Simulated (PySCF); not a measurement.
Geometry:
| atom | x (Å) | y (Å) | z (Å) |
| --- | --- | --- | --- |
| O1 | -3.625 | 0.656 | 0.040 |
| C2 | -2.826 | -0.071 | -0.488 |
| C3 | -1.372 | -0.044 | -0.246 |
| C4 | -0.843 | 0.878 | 0.659 |
| C5 | 0.515 | 0.919 | 0.899 |
| C6 | 1.359 | 0.030 | 0.230 |
| C7 | 2.810 | 0.027 | 0.443 |
| O8 | 3.632 | -0.664 | -0.055 |
| F9 | 3.200 | 0.972 | 1.349 |
| C10 | 0.833 | -0.895 | -0.677 |
| C11 | -0.525 | -0.931 | -0.912 |
| H12 | -3.142 | -0.839 | -1.222 |
| H13 | -1.520 | 1.552 | 1.161 |
| H14 | 0.927 | 1.631 | 1.598 |
| H15 | 1.508 | -1.570 | -1.181 |
| H16 | -0.939 | -1.643 | -1.610 |

PySCF 2.14 calculation with GFN2-xTB structure and shielding tensors at PBE0/pcSseg-1 (GIAO); no solvent, non-relativistic Hamiltonian, rapidly exchanging positions averaged, a single conformation.

Question: List the cross peaks expected in HSQC, COSY and HMBC spectra.

Answer: 

HSQC (one-bond C–H):
| δH | δC |
| --- | --- |
| 10.30 (H12) | 195.7 (C2) |
| 8.72 (H14/H15) | 139.9 (C5/C10) |
| 8.38 (H13/H16) | 136.7 (C4/C11) |

COSY cross peaks (H two or three bonds apart, from the bond graph; peaks can be absent where the dihedral angle is near 90°):
| δH | δH |
| --- | --- |
| 8.72 (H14/H15) | 8.38 (H13/H16) |

HMBC (two and three bonds, from the bond graph):
| δH | δC |
| --- | --- |
| 10.30 (H12) | 144.9 (C3), 136.7 (C4/C11) |
| 8.72 (H14/H15) | 165.3 (C7), 144.9 (C3), 139.9 (C5/C10), 136.7 (C4/C11), 134.4 (C6) |
| 8.38 (H13/H16) | 195.7 (C2), 144.9 (C3), 139.9 (C5/C10), 136.7 (C4/C11), 134.4 (C6) |

Scale: TMS for 1H and 13C (reference shieldings calculated alike).

Short H···H contacts in this conformer between protons four or more bonds apart (candidates for NOE cross peaks, intensity ∝ r⁻⁶): H12···H16 2.38 Å.

Shifts are as computed. Against solution values, carbons near 30 ppm lie about +3 ppm off and those near 130 ppm about +5 ppm. Of 1211 compounds with measured shifts, 218 miss one by over three times the rms of a fit or turn the order of signals round; such compounds aren't used in these exercises.
